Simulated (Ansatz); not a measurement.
**Nudged elastic band run: C2H9BN2**

The input (input.yaml):

```yaml
crystal:
  periodic: [false, false, false]
  atoms:
    - { symbol: B, position_ang: [-0.189391, -0.088671, -0.004728] }
    - { symbol: "N", position_ang: [0.582774, -0.204243, 1.176022] }
    - { symbol: C, position_ang: [0.191828, -0.881797, 2.390923] }
    - { symbol: "N", position_ang: [0.265074, 0.598255, -1.155957] }
    - { symbol: C, position_ang: [-0.456921, 0.758727, -2.397248] }
    - { symbol: H, position_ang: [1.183111, 1.03238, -1.154844] }
    - { symbol: H, position_ang: [-1.287552, -0.600517, -0.031174] }
    - { symbol: H, position_ang: [1.504542, 0.219663, 1.219727] }
    - { symbol: H, position_ang: [-0.807025, -1.32245, 2.258282] }
    - { symbol: H, position_ang: [0.882233, -1.7038, 2.660355] }
    - { symbol: H, position_ang: [0.139083, -0.200311, 3.26166] }
    - { symbol: H, position_ang: [-1.438793, 0.270285, -2.314544] }
    - { symbol: H, position_ang: [-0.636893, 1.821019, -2.650558] }
    - { symbol: H, position_ang: [0.067828, 0.301559, -3.258017] }
basis:
  gaussian: { orbitals: def2-SVP }
hamiltonian:
  xc: b3lyp
  dispersion: d4
neb:
  order_check: false
  images: 9
  f_tol: 0.2
  max_iterations: 60
  final_atoms:
    - { symbol: B, position_ang: [-1.51386004, 0.76355112, -0.19398784] }
    - { symbol: "N", position_ang: [1.34486522, -0.10452629, 1.24556947] }
    - { symbol: C, position_ang: [0.71076822, -1.11451137, 2.07951084] }
    - { symbol: "N", position_ang: [-1.00896555, 0.69506312, -1.3266824] }
    - { symbol: C, position_ang: [-0.4526532, 0.62502224, -2.6178502] }
    - { symbol: H, position_ang: [0.92650132, -0.08789295, 0.31599718] }
    - { symbol: H, position_ang: [-2.00162846, 0.82326615, 0.87651322] }
    - { symbol: H, position_ang: [1.20174924, 0.82776526, 1.63374912] }
    - { symbol: H, position_ang: [0.89378833, -2.11596255, 1.65544208] }
    - { symbol: H, position_ang: [1.16555819, -1.11006465, 3.08409333] }
    - { symbol: H, position_ang: [-0.38830337, -1.01607747, 2.21655985] }
    - { symbol: H, position_ang: [-1.19378796, 0.89055401, -3.39260556] }
    - { symbol: H, position_ang: [0.40233284, 1.31543758, -2.72922] }
    - { symbol: H, position_ang: [-0.08646679, -0.3915252, -2.8471901] }
  initial_path:
    images:
      - { positions_ang: [[-0.189391, -0.088671, -0.004728], [0.582774, -0.204243, 1.176022], [0.191828, -0.881797, 2.390923], [0.265074, 0.598255, -1.155957], [-0.456921, 0.758727, -2.397248], [1.183111, 1.03238, -1.154844], [-1.287552, -0.600517, -0.031174], [1.504542, 0.219663, 1.219727], [-0.807025, -1.32245, 2.258282], [0.882233, -1.7038, 2.660355], [0.139083, -0.200311, 3.26166], [-1.438793, 0.270285, -2.314544], [-0.636893, 1.821019, -2.650558], [0.067828, 0.301559, -3.258017]] }
      - { positions_ang: [[-0.32980379, 0.04066576, 0.02373134], [0.57524233, -0.12853129, 1.1721049], [0.26550622, -0.91345474, 2.30157417], [0.1748638, 0.56302581, -1.12291737], [-0.4361362, 0.70823342, -2.39927996], [1.11343877, 0.85750614, -0.95553806], [-1.41710155, -0.32125456, 0.0905252], [1.38173998, 0.36815449, 1.31444618], [-0.60697691, -1.42958651, 2.07137832], [1.02117308, -1.61937787, 2.58264726], [0.0958026, -0.35475879, 3.17604285], [-1.42650682, 0.3706364, -2.38976026], [-0.44434474, 1.70873348, -2.68460852], [0.03300124, 0.15010724, -3.18044704]] }
      - { positions_ang: [[-0.47021658, 0.17000252, 0.05219067], [0.56771066, -0.05281958, 1.1681878], [0.33918445, -0.94511247, 2.21222534], [0.08465361, 0.52779662, -1.08987773], [-0.41535139, 0.65773984, -2.40131191], [1.04376653, 0.68263228, -0.75623213], [-1.54665111, -0.04199211, 0.2122244], [1.25893796, 0.51664599, 1.40916535], [-0.40692882, -1.53672301, 1.88447465], [1.16011316, -1.53495574, 2.50493952], [0.0525222, -0.50920658, 3.09042569], [-1.41422064, 0.4709878, -2.46497653], [-0.25179649, 1.59644797, -2.71865905], [-0.00182552, -0.00134452, -3.10287709]] }
      - { positions_ang: [[-0.61062938, 0.29933928, 0.08065001], [0.56017899, 0.02289213, 1.16427071], [0.41286267, -0.97677021, 2.12287651], [-0.00555659, 0.49256743, -1.0568381], [-0.39456659, 0.60724626, -2.40334387], [0.9740943, 0.50775842, -0.55692619], [-1.67620066, 0.23727033, 0.33392361], [1.13613594, 0.66513748, 1.50388453], [-0.20688073, -1.64385952, 1.69757097], [1.29905324, -1.45053362, 2.42723178], [0.0092418, -0.66365437, 3.00480854], [-1.40193446, 0.5713392, -2.54019279], [-0.05924823, 1.48416245, -2.75270957], [-0.03665228, -0.15279627, -3.02530713]] }
      - { positions_ang: [[-0.75104217, 0.42867604, 0.10910935], [0.55264732, 0.09860384, 1.16035361], [0.48654089, -1.00842794, 2.03352767], [-0.09576679, 0.45733824, -1.02379846], [-0.37378179, 0.55675268, -2.40537583], [0.90442206, 0.33288456, -0.35762026], [-1.80575021, 0.51653278, 0.45562281], [1.01333391, 0.81362898, 1.59860371], [-0.00683264, -1.75099602, 1.51066729], [1.43799332, -1.36611149, 2.34952404], [-0.0340386, -0.81810216, 2.91919138], [-1.38964828, 0.67169061, -2.61540905], [0.13330003, 1.37187694, -2.78676009], [-0.07147905, -0.30424803, -2.94773717]] }
      - { positions_ang: [[-0.89145496, 0.5580128, 0.13756868], [0.54511565, 0.17431554, 1.15643651], [0.56021911, -1.04008568, 1.94417884], [-0.18597698, 0.42210905, -0.99075883], [-0.35299698, 0.5062591, -2.40740778], [0.83474983, 0.1580107, -0.15831432], [-1.93529977, 0.79579522, 0.57732201], [0.89053189, 0.96212047, 1.69332289], [0.19321544, -1.85813253, 1.32376361], [1.5769334, -1.28168936, 2.2718163], [-0.077319, -0.97254995, 2.83357423], [-1.3773621, 0.77204201, -2.69062532], [0.32584828, 1.25959142, -2.82081061], [-0.10630581, -0.45569979, -2.87016722]] }
      - { positions_ang: [[-1.01593597, 0.59912046, 0.07125738], [0.70506556, 0.11854718, 1.1742631], [0.59032894, -1.05497081, 1.97124524], [-0.3505747, 0.47669986, -1.05794354], [-0.37292823, 0.53001173, -2.44949627], [0.85310013, 0.10882997, -0.06345202], [-1.9485655, 0.80128941, 0.63716025], [0.95277536, 0.93524943, 1.68140813], [0.33333002, -1.90969853, 1.39009931], [1.49465836, -1.24736442, 2.43427171], [-0.13951587, -0.98125546, 2.71017135], [-1.34064727, 0.79574441, -2.83102136], [0.34114519, 1.27076066, -2.80249249], [-0.10233801, -0.44286487, -2.86557179]] }
      - { positions_ang: [[-1.14041699, 0.64022813, 0.00494607], [0.86501548, 0.06277881, 1.19208969], [0.62043876, -1.06985595, 1.99831164], [-0.51517241, 0.53129067, -1.12512826], [-0.39285947, 0.55376436, -2.49158475], [0.87145043, 0.05964924, 0.03141028], [-1.96183124, 0.80678359, 0.69699849], [1.01501883, 0.90837839, 1.66949338], [0.4734446, -1.96126454, 1.456435], [1.41238331, -1.21303948, 2.59672711], [-0.20171275, -0.98996096, 2.58676848], [-1.30393245, 0.81944681, -2.97141741], [0.35644211, 1.28192989, -2.78417437], [-0.0983702, -0.43002995, -2.86097637]] }
      - { positions_ang: [[-1.264898, 0.68133579, -0.06136523], [1.02496539, 0.00701045, 1.20991629], [0.65054858, -1.08474109, 2.02537804], [-0.67977012, 0.58588149, -1.19231297], [-0.41279072, 0.57751698, -2.53367324], [0.88980073, 0.01046851, 0.12627258], [-1.97509698, 0.81227778, 0.75683674], [1.0772623, 0.88150734, 1.65757863], [0.61355917, -2.01283054, 1.5227707], [1.33010827, -1.17871454, 2.75918252], [-0.26390962, -0.99866646, 2.4633656], [-1.26721762, 0.84314921, -3.11181346], [0.37173902, 1.29309912, -2.76585624], [-0.0944024, -0.41719503, -2.85638094]] }
      - { positions_ang: [[-1.38937902, 0.72244346, -0.12767653], [1.18491531, -0.04875792, 1.22774288], [0.6806584, -1.09962623, 2.05244444], [-0.84436784, 0.6404723, -1.25949769], [-0.43272196, 0.60126961, -2.57576172], [0.90815103, -0.03871222, 0.22113488], [-1.98836272, 0.81777196, 0.81667498], [1.13950577, 0.8546363, 1.64566388], [0.75367375, -2.06439654, 1.58910639], [1.24783323, -1.14438959, 2.92163793], [-0.32610649, -1.00737197, 2.33996272], [-1.23050279, 0.86685161, -3.25220951], [0.38703593, 1.30426835, -2.74753812], [-0.0904346, -0.40436011, -2.85178552]] }
      - { positions_ang: [[-1.51386004, 0.76355112, -0.19398784], [1.34486522, -0.10452629, 1.24556947], [0.71076822, -1.11451137, 2.07951084], [-1.00896555, 0.69506312, -1.3266824], [-0.4526532, 0.62502224, -2.6178502], [0.92650132, -0.08789295, 0.31599718], [-2.00162846, 0.82326615, 0.87651322], [1.20174924, 0.82776526, 1.63374912], [0.89378833, -2.11596255, 1.65544208], [1.16555819, -1.11006465, 3.08409333], [-0.38830337, -1.01607747, 2.21655985], [-1.19378796, 0.89055401, -3.39260556], [0.40233284, 1.31543758, -2.72922], [-0.08646679, -0.3915252, -2.8471901]] }
```

Launched with:

```bash
$ ansatz run input.yaml --threads 2 --pin off --max-ram 3072MiB --backend cpu --events-out ev --progress --plain --runs-dir out
```

Output, in part (warnings, iteration lines, the closing report on the highest movable image, with atoms numbered from 0):

```
NEB end point (image 0): max|allowed force component| = 7.006e-3 eV/Å (the criterion of neb.relax_end_points is 4.000e-2)
NEB end point (image 10): max|allowed force component| = 2.347e-2 eV/Å (the criterion of neb.relax_end_points is 4.000e-2)
NEB iter   1: max|band force component| = 5.069e0 eV/Å  barrier→ = 3.9711 eV  barrier← = 1.7105 eV  Δτ_max = 0.2000 Å  (296 SCF iters)
NEB iter   2: max|band force component| = 2.720e0 eV/Å  barrier→ = 2.7783 eV  barrier← = 0.5177 eV  Δτ_max = 0.2000 Å  (262 SCF iters)
NEB iter   3: max|band force component| = 2.690e0 eV/Å  barrier→ = 2.5184 eV  barrier← = 0.2578 eV  Δτ_max = 0.2000 Å  (270 SCF iters)
NEB iter   4: max|band force component| = 1.462e0 eV/Å  barrier→ = 2.4800 eV  barrier← = 0.2194 eV  Δτ_max = 0.2000 Å  (260 SCF iters)
NEB iter   5: max|band force component| = 7.008e-1 eV/Å  barrier→ = 2.4335 eV  barrier← = 0.1730 eV  Δτ_max = 0.2000 Å  (261 SCF iters)
NEB iter   6: max|band force component| = 4.413e-1 eV/Å  barrier→ = 2.3980 eV  barrier← = 0.1374 eV  CI = image 8  Δτ_max = 0.1987 Å  (261 SCF iters)
NEB iter   7: max|band force component| = 1.184e0 eV/Å  barrier→ = 2.4377 eV  barrier← = 0.1772 eV  CI = image 8  Δτ_max = 0.1003 Å  (263 SCF iters)
NEB iter   8: max|band force component| = 4.280e-1 eV/Å  barrier→ = 2.4547 eV  barrier← = 0.1941 eV  CI = image 8  Δτ_max = 0.1997 Å  (265 SCF iters)
NEB iter   9: max|band force component| = 8.764e-1 eV/Å  barrier→ = 2.4348 eV  barrier← = 0.1742 eV  CI = image 8  Δτ_max = 0.1000 Å  (260 SCF iters)
NEB iter  10: max|band force component| = 4.616e-1 eV/Å  barrier→ = 2.4257 eV  barrier← = 0.1652 eV  CI = image 8  Δτ_max = 0.2000 Å  (266 SCF iters)
NEB iter  11: max|band force component| = 1.086e0 eV/Å  barrier→ = 2.4101 eV  barrier← = 0.1496 eV  CI = image 8  Δτ_max = 0.1007 Å  (261 SCF iters)
NEB iter  12: max|band force component| = 5.377e-1 eV/Å  barrier→ = 2.4049 eV  barrier← = 0.1443 eV  CI = image 8  Δτ_max = 0.2000 Å  (263 SCF iters)
NEB iter  13: max|band force component| = 1.163e0 eV/Å  barrier→ = 2.4065 eV  barrier← = 0.1460 eV  CI = image 8  Δτ_max = 0.1004 Å  (259 SCF iters)
NEB iter  14: max|band force component| = 1.027e0 eV/Å  barrier→ = 2.4445 eV  barrier← = 0.1839 eV  CI = image 8  Δτ_max = 0.1002 Å  (260 SCF iters)
NEB iter  15: max|band force component| = 7.558e-1 eV/Å  barrier→ = 2.4465 eV  barrier← = 0.1859 eV  CI = image 8  Δτ_max = 0.1000 Å  (263 SCF iters)
NEB iter  16: max|band force component| = 4.742e-1 eV/Å  barrier→ = 2.4522 eV  barrier← = 0.1916 eV  CI = image 8  Δτ_max = 0.1998 Å  (262 SCF iters)
NEB iter  17: max|band force component| = 4.596e-1 eV/Å  barrier→ = 2.4643 eV  barrier← = 0.2038 eV  CI = image 8  Δτ_max = 0.2000 Å  (260 SCF iters)
NEB iter  18: max|band force component| = 4.969e-1 eV/Å  barrier→ = 2.4727 eV  barrier← = 0.2122 eV  CI = image 8  Δτ_max = 0.1009 Å  (257 SCF iters)
NEB iter  19: max|band force component| = 5.125e-1 eV/Å  barrier→ = 2.4888 eV  barrier← = 0.2283 eV  CI = image 8  Δτ_max = 0.1008 Å  (260 SCF iters)
NEB iter  20: max|band force component| = 5.401e-1 eV/Å  barrier→ = 2.5470 eV  barrier← = 0.2865 eV  CI = image 8  Δτ_max = 0.1006 Å  (258 SCF iters)
NEB iter  21: max|band force component| = 4.918e-1 eV/Å  barrier→ = 2.5597 eV  barrier← = 0.2992 eV  CI = image 8  Δτ_max = 0.1005 Å  (261 SCF iters)
NEB iter  22: max|band force component| = 4.732e-1 eV/Å  barrier→ = 2.5868 eV  barrier← = 0.3263 eV  CI = image 8  Δτ_max = 0.1998 Å  (261 SCF iters)
NEB iter  23: max|band force component| = 3.858e-1 eV/Å  barrier→ = 2.6402 eV  barrier← = 0.3797 eV  CI = image 8  Δτ_max = 0.1988 Å  (257 SCF iters)
NEB iter  24: max|band force component| = 6.935e-1 eV/Å  barrier→ = 2.6263 eV  barrier← = 0.3658 eV  CI = image 8  Δτ_max = 0.1003 Å  (256 SCF iters)
NEB iter  25: max|band force component| = 3.727e-1 eV/Å  barrier→ = 2.5836 eV  barrier← = 0.3230 eV  CI = image 8  Δτ_max = 0.1990 Å  (262 SCF iters)
NEB iter  26: max|band force component| = 7.347e-1 eV/Å  barrier→ = 2.5051 eV  barrier← = 0.2445 eV  CI = image 8  Δτ_max = 0.1004 Å  (256 SCF iters)
NEB iter  27: max|band force component| = 7.206e-1 eV/Å  barrier→ = 2.4582 eV  barrier← = 0.1977 eV  CI = image 8  Δτ_max = 0.1003 Å  (258 SCF iters)
NEB iter  28: max|band force component| = 5.229e-1 eV/Å  barrier→ = 2.4497 eV  barrier← = 0.1892 eV  CI = image 8  Δτ_max = 0.1005 Å  (261 SCF iters)
NEB iter  29: max|band force component| = 2.404e-1 eV/Å  barrier→ = 2.4818 eV  barrier← = 0.2213 eV  CI = image 8  Δτ_max = 0.2000 Å  (257 SCF iters)
NEB iter  30: max|band force component| = 3.443e-1 eV/Å  barrier→ = 2.4700 eV  barrier← = 0.2094 eV  CI = image 8  Δτ_max = 0.1003 Å  (257 SCF iters)
NEB iter  31: max|band force component| = 2.261e-1 eV/Å  barrier→ = 2.4626 eV  barrier← = 0.2020 eV  CI = image 8  Δτ_max = 0.1003 Å  (261 SCF iters)
NEB iter  32: max|band force component| = 2.481e-1 eV/Å  barrier→ = 2.4577 eV  barrier← = 0.1972 eV  CI = image 8  Δτ_max = 0.0501 Å  (261 SCF iters)
NEB iter  33: max|band force component| = 1.683e-1 eV/Å  barrier→ = 2.4552 eV  barrier← = 0.1947 eV  CI = image 8  Δτ_max = 0.0000 Å  (509 SCF iters)
Total energy: -5872.86552083 eV, -215.8238271194 hartree
Atom 0 at    -1.428376     0.225896    -0.439436 Å, force     0.082952     0.024299     0.007909 eV/Å
Atom 1 at     0.882256     0.250732     1.530547 Å, force    -0.035457     0.008183     0.009063 eV/Å
Atom 2 at     0.631522    -0.948249     2.274430 Å, force     0.013855    -0.023663     0.007800 eV/Å
Atom 3 at    -0.864684     0.401513    -1.534647 Å, force    -0.100489    -0.026548    -0.025330 eV/Å
Atom 4 at    -0.297843     0.594678    -2.806636 Å, force     0.037867     0.013487     0.018591 eV/Å
Atom 5 at     1.150869     0.220878     0.560924 Å, force    -0.001596    -0.009160    -0.007219 eV/Å
Atom 6 at    -2.013537     0.051597     0.567324 Å, force    -0.028233    -0.009199    -0.010171 eV/Å
Atom 7 at     0.708683     1.158455     1.931427 Å, force     0.022175     0.007760    -0.002073 eV/Å
Atom 8 at    -0.231450    -0.831589     2.955540 Å, force     0.002845     0.006362    -0.004549 eV/Å
Atom 9 at     0.374040    -1.778765     1.594792 Å, force     0.010209     0.005094     0.003192 eV/Å
Atom 10 at     1.484665    -1.296194     2.898165 Å, force    -0.006393     0.003822    -0.006376 eV/Å
Atom 11 at    -1.052213     0.915562    -3.548145 Å, force     0.000592     0.002280     0.005850 eV/Å
Atom 12 at     0.492422     1.367692    -2.790458 Å, force     0.001637     0.000119    -0.005571 eV/Å
Atom 13 at     0.163543    -0.332106    -3.193928 Å, force     0.000036    -0.002834     0.008885 eV/Å
Dipole moment:     0.058045     0.065215    -0.078084 e Å
```

The run converged. The threshold of 0.2 eV/Å is loose, so the images may lie well off the minimum-energy path. The profile has 3 maxima (images 1, 3, 8) with wells between them (images 2, 5): this band takes more than one step, which may be the mechanism or a detour left from its start path. Neighbouring images differ by up to 1.9 eV, so the band resolves the path poorly. The order of the stationary point at the top wasn't checked. The orbitals stay closed-shell, which can raise the energy where a bond breaks towards radicals; this wasn't checked here.

Final band (atoms are numbered from 1 in the order of the input):

```
image  path coordinate (Å)  energy (kJ/mol)  B1–N2 (Å)  N4–H6 (Å)  N2–H6 (Å)
    0                 0.00              0.0       1.42       1.02       2.71
    1                 3.05              4.8       1.42       1.01       2.71
    2                 6.10              2.8       1.42       1.02       2.70
    3                 9.14             21.0       1.43       1.01       2.69
    4                12.18             20.9       1.42       1.01       2.77
    5                15.21              1.6       1.42       1.01       2.71
    6                18.25            184.4       1.62       2.28       1.03
    7                21.28            187.3       1.62       2.44       1.03
    8                24.31            236.9       3.04       2.91       1.01
    9                27.24            219.9       3.51       2.98       1.02
   10                30.17            218.1       3.32       2.66       1.02
```

Time of the run: 8.2 min on 2 threads of Intel(R) Xeon(R) 6975P-C (Granite Rapids), with other jobs on the host, peak memory 0.28 GiB.
